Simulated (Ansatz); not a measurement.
`[SiH3][SnH]1[CH2][CH2]1`, charge 0, multiplicity 1.

Question: Give a relaxed structure at PBE0-D4/def2-TZVP (the Gaussian-basis code of Ansatz). (Estimate.)

Answer: Ansatz gave: 
Z-matrix (Å, degrees):
```
Si
Sn 1 2.632
H 1 1.491 2 117.8
H 1 1.492 2 107.8 3 121.1
H 1 1.493 2 109.9 3 -122.7
C 2 2.469 1 99.8 3 65.5
C 2 2.653 1 72.7 3 51.0
H 2 1.763 1 95.3 3 -28.0
H 6 1.085 2 97.1 1 -148.3
H 6 1.083 2 103.1 1 92.2
H 7 1.082 2 100.7 1 -89.0
H 7 1.084 2 108.0 1 34.3
```
This is one stationary point; other conformers may exist.
